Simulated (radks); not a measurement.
Excited configurations of the iodine ion I2+: one electron is placed in a higher orbital outside [Kr] 4d10 5s2 5p2. The ground configuration is [Kr] 4d10 5s2 5p3. Method: non-relativistic Kohn-Sham, PBE, spin-polarised, spherical densities, point nucleus; open shells are filled with parallel spins first (spin-orbit coupling, left out, can overturn this in heavy ions); relativity is left out, which matters for an element this heavy; computed with a radial shooting solver on a logarithmic mesh with Libxc functionals. Excitation = E - E(ground); binding = E(ion) - E, where the ion is the core of charge +3; n* = 3/sqrt(2 binding) in atomic units, and the quantum defect is n - n*.

[
 {"outer orbital": "4f", "excitation (eV)": "19.548", "binding (eV)": "10.594", "n*": "3.400", "eigenvalue (eV)": "-7.249", "<r> (bohr)": "3.301"},
 {"outer orbital": "5d", "excitation (eV)": "13.564", "binding (eV)": "16.578", "n*": "2.718", "eigenvalue (eV)": "-13.152", "<r> (bohr)": "3.077"},
 {"outer orbital": "5f", "excitation (eV)": "23.138", "binding (eV)": "7.005", "n*": "4.181", "eigenvalue (eV)": "-5.684", "<r> (bohr)": "6.874"},
 {"outer orbital": "6p", "excitation (eV)": "17.756", "binding (eV)": "12.386", "n*": "3.144", "eigenvalue (eV)": "-10.511", "<r> (bohr)": "4.921"},
 {"outer orbital": "6f", "excitation (eV)": "25.336", "binding (eV)": "4.807", "n*": "5.047", "eigenvalue (eV)": "-4.004", "<r> (bohr)": "11.16"},
 {"outer orbital": "7s", "excitation (eV)": "21.655", "binding (eV)": "8.488", "n*": "3.798", "eigenvalue (eV)": "-7.340", "<r> (bohr)": "7.575"},
 {"outer orbital": "7p", "excitation (eV)": "22.818", "binding (eV)": "7.325", "n*": "4.089", "eigenvalue (eV)": "-6.296", "<r> (bohr)": "8.492"},
 {"outer orbital": "7d", "excitation (eV)": "24.633", "binding (eV)": "5.510", "n*": "4.714", "eigenvalue (eV)": "-4.706", "<r> (bohr)": "10.71"},
 {"outer orbital": "7f", "excitation (eV)": "26.663", "binding (eV)": "3.480", "n*": "5.932", "eigenvalue (eV)": "-2.975", "<r> (bohr)": "16.37"}
]

The Delta-SCF ionisation energy is 30.143 eV (NIST Atomic Spectra Database: 29.57 eV, measured). Self-interaction in the functional shifts the binding energies and quantum defects, so they are the method's values and not measured ones. Relativity is left out here, which matters for elements this heavy. Open shells are spherical and high-spin; term and fine-structure splittings are not resolved.
